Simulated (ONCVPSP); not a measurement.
# Cutoff test, chlorine (Cl), ONCV

| Property | Result |
| --- | --- |
| Element | Cl |
| Generator | ONCVPSP 4.0.1 |
| Type | optimised norm-conserving Vanderbilt (ONCV) |
| Functional | LDA (Perdew-Wang 92) |
| Relativity | scalar-relativistic |
| Frozen core | [Ne] |
| Valence charge | 7 |
| Reference configuration | 3s1.75 3p5.25 |
| Partial waves | 3s: rc 1.35 bohr, ncon 3, nbas 8, qcut 5 1/bohr, 2 projectors, debl 2.8 Ha; 3p: rc 1.15 bohr, ncon 4, nbas 7, qcut 5.7 1/bohr, 2 projectors, debl 3.7 Ha |
| Local potential | polynomial inside 0.85 bohr (lpopt 5, dvloc0 3 Ha) |
| Core correction | none |

Problem. For each optimised wave give the share of its norm inside rc, the residual kinetic energy above qcut (Ha) and the cutoffs (Ha) for errors of 10, 1, 0.1 and 0.01 mHa per electron.

Solution.

```json
{"wave": "3s", "norm inside rc": "0.425", "residual KE": "1.9e-03", "10 mHa": "9.4", "1 mHa": "18.4", "0.1 mHa": "99.7", "0.01 mHa": "179.5"}
{"wave": "s projector 2", "norm inside rc": "0.080", "residual KE": "2.9e-03", "10 mHa": "10.2", "1 mHa": "15.0", "0.1 mHa": "46.2", "0.01 mHa": "110.2"}
{"wave": "3p", "norm inside rc": "0.183", "residual KE": "4.9e-04", "10 mHa": "5.4", "1 mHa": "8.4", "0.1 mHa": "93.6", "0.01 mHa": "117.1"}
{"wave": "p projector 2", "norm inside rc": "0.087", "residual KE": "2.1e-02", "10 mHa": "40.4", "1 mHa": "139.5", "0.1 mHa": "161.5", "0.01 mHa": "216.9"}
```

The occupied waves need 18 Ha and 100 Ha for 1 and 0.1 mHa.
